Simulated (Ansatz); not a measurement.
CH5AlNP. Charge 0, multiplicity 1. The bonds changed during the relaxation, so this is another structure than the one it started from.

| atom | x (Å) | y (Å) | z (Å) |
| --- | --- | --- | --- |
| C1 | 0.635 | 1.294 | -0.802 |
| N2 | 0.200 | 0.197 | -0.350 |
| P3 | 1.218 | -1.206 | 0.133 |
| Al4 | -0.935 | -0.620 | 1.000 |
| H5 | -0.029 | 2.155 | -0.868 |
| H6 | 1.670 | 1.405 | -1.134 |
| H7 | 0.422 | -2.095 | -0.648 |
| H8 | -2.137 | -1.463 | 0.407 |
| H9 | -1.043 | 0.332 | 2.263 |

List the harmonic frequencies (cm⁻¹, unscaled) at PBE0-D4/def2-TZVP in Ansatz. (Best estimate.)

Ansatz gave: 158, 263, 335, 374, 441, 483, 528, 577, 622, 660, 749, 935, 1078, 1208, 1485, 1721, 1919, 1931, 2371, 3073, 3177.

Is this a minimum?

Yes, all 21 modes are real.

Give the ideal-gas thermochemistry at 298.15 K and 1 bar (rigid rotor, harmonic oscillator; point group C1, symmetry number 1).

Zero-point energy 144.1 kJ/mol; H(298) − E = 162.3 kJ/mol; entropy 316.9 J/(mol·K), of which translation 164.8, rotation 108.6, vibration 43.5; G(298) − E = 67.8 kJ/mol.

And at 400, 500, 600, 800 and 1000 K?


```
T (K)  H − E (kJ/mol)  S (J/mol/K)  G − E (kJ/mol)
  400           173.2        348.3            33.9
  500           185.5        375.6            -2.3
  600           199.0        400.1           -41.1
  800           228.7        442.8          -125.5
 1000           261.3        479.1          -217.8
```
